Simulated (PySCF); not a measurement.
C$_{4}$H$_{9}$In (SMILES C=[CH][In]([CH3])[CH3]), singlet, at a GFN2-xTB geometry (such geometries of metal compounds can be far from the true shape) (all electrons, no relativity), with bond 14-11 at 2.4 times its length; CASCI(2,4)/STO-3G run with PySCF.

PySCF was given this input:
```python
from pyscf import gto, scf, mcscf
import numpy

mol = gto.Mole()
mol.atom = '''
    In   -0.01243766   -0.00177321    0.26109512
    C    -0.44596024   -1.18213332    2.12456073
    H    -0.75776955   -2.19828824    1.88531980
    H    -1.23770923   -0.69201525    2.69150915
    H     0.44798250   -1.22276621    2.74728805
    C     0.63373524    2.14467512    0.35037603
    H     1.61903843    2.26544273   -0.09882046
    H     0.67803740    2.46931026    1.38952618
    H    -0.07152937    2.77785714   -0.18706022
    C    -0.21426436   -0.94686452   -1.75018962
    C     0.04833259   -0.25514078   -2.84693493
    H    -0.52956163   -1.98403387   -1.84146090
    H    -0.03557466   -0.67229438   -3.84575834
    H     0.80946789    2.23029219   -2.73687777
'''
mol.basis = 'sto-3g'
mol.verbose = 4
mol.build()

mf = scf.RHF(mol)
mf.kernel()
mc = mcscf.CASCI(mf, 4, 2)
mc.fix_spin_(ss=0.0)
mc.kernel()
occ = numpy.linalg.eigvalsh(mc.fcisolver.make_rdm1(mc.ci, mc.ncas, mc.nelecas))[::-1]
ss = mc.fcisolver.spin_square(mc.ci, mc.ncas, mc.nelecas)[0]
print('natural occupations', occ.round(4), ' <S^2>', round(ss, 4))
```

Output, abridged:

```
PySCF version 2.14.0

[INPUT] verbose = 4
[INPUT] num. atoms = 14
[INPUT] num. electrons = 82
[INPUT] charge = 0
[INPUT] spin (= nelec alpha-beta = 2S) = 0
[INPUT] symmetry False subgroup None
[INPUT] Mole.unit = angstrom
[INPUT] Symbol           X                Y                Z      unit          X                Y                Z       unit  Magmom
[INPUT]  1 In    -0.012437660000  -0.001773210000   0.261095120000 AA   -0.023503771030  -0.003350881261   0.493398269260 Bohr   0.0
[INPUT]  2 C     -0.445960240000  -1.182133320000   2.124560730000 AA   -0.842742716045  -2.233908217523   4.014837914706 Bohr   0.0
[INPUT]  3 H     -0.757769550000  -2.198288240000   1.885319800000 AA   -1.431976915035  -4.154162716452   3.562738079220 Bohr   0.0
[INPUT]  4 H     -1.237709230000  -0.692015250000   2.691509150000 AA   -2.338931466546  -1.307719296522   5.086215155261 Bohr   0.0
[INPUT]  5 H      0.447982500000  -1.222766210000   2.747288050000 AA    0.846564233598  -2.310693251272   5.191621999790 Bohr   0.0
[INPUT]  6 C      0.633735240000   2.144675120000   0.350376030000 AA    1.197586039086   4.052848602969   0.662114737312 Bohr   0.0
[INPUT]  7 H      1.619038430000   2.265442730000  -0.098820460000 AA    3.059539217846   4.281066310587  -0.186743604904 Bohr   0.0
[INPUT]  8 H      0.678037400000   2.469310260000   1.389526180000 AA    1.281304988212   4.666320107979   2.625823923113 Bohr   0.0
[INPUT]  9 H     -0.071529370000   2.777857140000  -0.187060220000 AA   -0.135170919163   5.249389207768  -0.353492584601 Bohr   0.0
[INPUT] 10 C     -0.214264360000  -0.946864520000  -1.750189620000 AA   -0.404900958655  -1.789314619868  -3.307379047857 Bohr   0.0
[INPUT] 11 C      0.048332590000  -0.255140780000  -2.846934930000 AA    0.091335357991  -0.482146197408  -5.379927312158 Bohr   0.0
[INPUT] 12 H     -0.529561630000  -1.984033870000  -1.841460900000 AA   -1.000726446778  -3.749280636161  -3.479856770095 Bohr   0.0
[INPUT] 13 H     -0.035574660000  -0.672294380000  -3.845758340000 AA   -0.067226364375  -1.270452253284  -7.267430003862 Bohr   0.0
[INPUT] 14 H      0.809467890000   2.230292190000  -2.736877770000 AA    1.529672618730   4.214641416856  -5.171949421710 Bohr   0.0

nuclear repulsion = 423.54309017352
number of shells = 32
number of NR pGTOs = 168
number of NR cGTOs = 56
basis = sto-3g
ecp = {}

******** <class 'pyscf.scf.hf.RHF'> ********
method = RHF
initial guess = minao
damping factor = 0
level_shift factor = 0
DIIS = <class 'pyscf.scf.diis.CDIIS'>
diis_start_cycle = 1
diis_space = 8
diis_damp = 0
SCF conv_tol = 1e-09
SCF conv_tol_grad = None
SCF max_cycles = 50
direct_scf = True
direct_scf_tol = 1e-13
Set gradient conv threshold to 3.16228e-05
Initial guess from minao.
init E= -5821.94730278906
  HOMO = -0.302035761867011  LUMO = -0.222199300354466  gap/eV = 2.17246
cycle= 1 E= -5837.17596010784  delta_E= -15.2  |g|= 0.568  |ddm|= 4.38
  HOMO = -0.170003403995203  LUMO = 0.0668157659989681  gap/eV = 6.44418
cycle= 2 E= -5837.32506962434  delta_E= -0.149  |g|= 0.241  |ddm|= 1.22
  HOMO = -0.17355307631944  LUMO = 0.114655051899252  gap/eV = 7.84254
cycle= 3 E= -5837.33797646882  delta_E= -0.0129  |g|= 0.155  |ddm|= 0.536
  HOMO = -0.16999526835722  LUMO = 0.110459768947986  gap/eV = 7.63157
cycle= 4 E= -5837.34776575483  delta_E= -0.00979  |g|= 0.0248  |ddm|= 0.263
  HOMO = -0.174106885541846  LUMO = 0.111260252438013  gap/eV = 7.76524
cycle= 5 E= -5837.34825597954  delta_E= -0.00049  |g|= 0.0124  |ddm|= 0.0739
  HOMO = -0.173117164535295  LUMO = 0.112953479995764  gap/eV = 7.78438
cycle= 6 E= -5837.34838614884  delta_E= -0.00013  |g|= 0.00474  |ddm|= 0.0282
  HOMO = -0.171675368862702  LUMO = 0.114849832935221  gap/eV = 7.79675
cycle= 7 E= -5837.3484280265  delta_E= -4.19e-05  |g|= 0.000811  |ddm|= 0.0249
  HOMO = -0.17176116401423  LUMO = 0.115065159548094  gap/eV = 7.80494
cycle= 8 E= -5837.34842890484  delta_E= -8.78e-07  |g|= 0.000183  |ddm|= 0.00377
  HOMO = -0.171730465739361  LUMO = 0.115093800441037  gap/eV = 7.80489
cycle= 9 E= -5837.34842893171  delta_E= -2.69e-08  |g|= 5.18e-05  |ddm|= 0.0005
  HOMO = -0.171705510943681  LUMO = 0.115105100203112  gap/eV = 7.80451
cycle= 10 E= -5837.34842893441  delta_E= -2.7e-09  |g|= 8.1e-06  |ddm|= 0.000182
  HOMO = -0.171704874081003  LUMO = 0.115107257221602  gap/eV = 7.80456
cycle= 11 E= -5837.34842893447  delta_E= -5.55e-11  |g|= 1.94e-06  |ddm|= 2.29e-05
  HOMO = -0.171704840536451  LUMO = 0.115107197656007  gap/eV = 7.80455
Extra cycle  E= -5837.34842893446  delta_E= 2.73e-12  |g|= 9.5e-07  |ddm|= 4.18e-06
converged SCF energy = -5837.34842893446

******** <class 'pyscf.mcscf.casci.CASCI'> ********
CAS (1e+1e, 4o), ncore = 40, nvir = 12
natorb = False
canonicalization = True
sorting_mo_energy = False
******** <class 'pyscf.fci.addons.SpinPenaltyFCISolver'> ********
max. cycles = 200
conv_tol = 1e-08
davidson only = True
linear dependence = 1e-12
level shift = 0.001
max iter space = 12
nroots = 1
pspace_size = 400
spin = None
Density matrix diagonal elements [1.34754571e+00 6.50058264e-01 1.31936007e-06 2.39470341e-03]
CASCI converged
CASCI E = -5837.49573344650  E(CI) = -0.910036227803175  S^2 = 0.0000000
natural occupations [1.3491 0.6509 0.     0.    ]  <S^2> 0.0
```
